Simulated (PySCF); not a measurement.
C7H9F.
SMILES: `C=C/C=C\[C@H](F)C=C`

The closed-shell SCF was solved with PySCF and density fitting under several settings on one GFN2-xTB geometry (grid level 2 and gas phase unless stated).

| settings | basis functions | SCF cycles | E (Eh) | HOMO (eV) | LUMO (eV) | dipole (D) |
| --- | --- | --- | --- | --- | --- | --- |
| PBE0/pcSseg-1 | 181 | 14 | -371.4601 | -6.89 | -1.14 | 1.81 |
| CAM-B3LYP/def2-SVPD | 235 | 14 | -371.4926 | -8.14 | -0.09 | 1.93 |
| LC-wPBE/pcSseg-1, grid level 1 | 181 | 11 | -371.6448 | -9.45 | 1.04 | 1.85 |
| mPW1PW91/pcSseg-1, grid level 1 | 181 | 11 | -371.8007 | -6.91 | -1.16 | 1.83 |
| revPBE/pcSseg-1, fitting basis def2-universal-jkfit, damping 0.1 at the start, DIIS from the seventh cycle | 181 | 25 | -371.7812 | -5.82 | -1.96 | 1.63 |
| KT2/pcSseg-1 | 181 | 16 | -378.0286 | -5.88 | -2.03 | 1.70 |

**Question.** Estimate the rows for these settings: (1) PW91/pcSseg-0, energy threshold 1e-08 Eh; (2) KT3/6-31++G**, start guess atom.

**Answer.** 
```
                                settings  basis functions  SCF cycles     E (Eh)  HOMO (eV)  LUMO (eV)  dipole (D)
PW91/pcSseg-0, energy threshold 1e-08 Eh               90          10  -370.9793      -5.95      -2.00        1.83
         KT3/6-31++G**, start guess atom              198          13  -377.6080      -5.86      -2.02        1.79
```

**Question.** Over all rows, what range does the HOMO–LUMO gap span?

**Answer.** From 3.84 eV (KT3/6-31++G**, start guess atom) to 10.49 eV (LC-wPBE/pcSseg-1, grid level 1). The functional of the narrowest has no exact exchange, that of the widest range-separated exact exchange.

**Question.** And the dipole moment?

**Answer.** From 1.63 D (revPBE/pcSseg-1, fitting basis def2-universal-jkfit, damping 0.1 at the start, DIIS from the seventh cycle) to 1.93 D (CAM-B3LYP/def2-SVPD); the largest is 1.18 times the smallest, and the median is 1.82 D.

Cycle counts include a coarse-grid stage where the run had one. All basis functions are spherical, in the Pople sets too. KT2 and KT3 were designed for NMR shieldings or shifts; total energies of different functionals aren't comparable.

The values belong to the conformer `[CH2:1]=[CH:2]/[CH:3]=[CH:4]\[C@H:5]([F:6])[CH:7]=[CH2:8]`: C1–C2–C3–C4 -177°, C3–C4–C5–F6 -157°, C4–C5–C7–C8 113°.
